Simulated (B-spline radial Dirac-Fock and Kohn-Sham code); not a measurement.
**Muonic X-ray lines of ¹⁶⁶Er**

Nucleus: ¹⁶⁶Er, Gaussian distribution, rms radius 5.2516 fm (measured, Angeli and Marinova 2013).

Calculated with a B-spline atomic structure program, using the Dirac equation of a negative muon with reduced mass in the field of a spherical finite nucleus, with the Uehling potential to all orders; nuclear polarisation, deformation, hyperfine structure, self-energy, higher-order vacuum polarisation, relativistic recoil and electron screening are left out. For strongly deformed nuclei the low levels mix with nuclear rotations, which this model lacks.

```
    transition  energy (keV)  point nucleus, no QED (keV)
 2p3/2 → 1s1/2          5044                        10620
 2p1/2 → 1s1/2          4928                        10380
 3p3/2 → 1s1/2          6823                        12440
 3d5/2 → 2p3/2          1767                         1847
 3d3/2 → 2p1/2          1863                         2063
 4f7/2 → 3d5/2         642.1                        638.8
 4f5/2 → 3d3/2         658.1                        655.2
 5g9/2 → 4f7/2         295.6                        294.4
6h11/2 → 5g9/2         160.0                        159.5
```

The 2p fine-structure splitting is 116.2 keV, and 2s lies 698.5 keV above 2p1/2.
